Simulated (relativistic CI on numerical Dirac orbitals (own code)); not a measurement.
Hyperfine structure of Ar⁶⁺, mass number 39

Method of calculation: Dirac-Coulomb-Breit CI, KLI orbitals optimised for each configuration, model QED (radiative potential, 1s self-energy scaled to tabulated hydrogen-like ionisation energies), unscaled Slater integrals (own radial code, finite nucleus).

Configurations in the expansion (outside the closed core [Ne]): 3s², 3s3p, 3p², 3s3d, 3d², 3p3d, 3p4s, 3s4s, 3s4p, 3s4d, 3d4s, 3s4f, 3s5s, 3s5p, 3s5d, 4s². Levels of other configurations are missing.

Nuclear spin I = 7/2, μ = -1.59 μN, Q = -0.116 b (tables of Stone and Pyykkö). The electronic factors are computed for point nuclear moments, without core polarisation or the Bohr-Weisskopf and QED corrections.

```
    Level  E (cm⁻¹)  A (MHz)  B (MHz)
3s3p ³P°1    112365    -3037      102
3s3p ³P°2    114031    -2420     -202
3s3p ¹P°1    173569   -618.9     -189
  3p² ¹D2    263429     -668     -309
  3p² ³P1    270753    14.64    -99.4
  3p² ³P2    272499   -444.4      195
 3s3d ³D1    325831     1956    -9.62
 3s3d ³D2    325861     -780    -13.7
```

Levels with J = 0, under 50 % of one LS term, or S terms without an open s electron are left out. Small factors come from cancelling terms and can be off by tens of per cent or more.

At this charge configurations can still be misplaced by up to about 7 % of their energy. 58 of the 69 excited levels that our extract of the measured tables holds in this range could be paired (the sources list more); they are missed by 2733 cm⁻¹ on average and 15245 at most, and levels without a partner can miss by more.

Give the hyperfine levels of 3s3p ³P°1 relative to its centre of gravity.

With K = F(F + 1) − I(I + 1) − J(J + 1), E = AK/2 + B[¾K(K + 1) − I(I + 1)J(J + 1)]/[2I(2I − 1)J(2J − 1)]: F = 5/2: 13720, F = 7/2: 2964, F = 9/2: -10600 MHz.
